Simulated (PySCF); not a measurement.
FGeH5N2, SMILES [NH2][GeH]([NH2])[F]. Coordinates come from a PBE-D3(BJ)/def2-SVP optimisation. The structure was generated by enumeration, and PubChem lists no compound with its InChIKey, so it may never have been made. Other conformers were not sampled.

Q: Give the equilibrium geometry at PBE-D3(BJ)/def2-SVP (PySCF confirms it by a frequency run) as Cartesian coordinates in Å. (Estimate from the structure and the level; the computed values follow.)

A: Several could match; the one computed here: 
```xyz
9

Ge    -0.0587     0.1863    -0.1968
N      1.3460    -0.8197    -0.7832
N     -1.3410    -1.0239     0.3094
F      0.2470     1.0717     1.3049
H     -0.3511     1.2874    -1.2508
H      1.6567    -1.5288    -0.1103
H      2.1564    -0.2912    -1.1213
H     -2.1197    -0.5991     0.8248
H     -1.7231    -1.5683    -0.4719
```
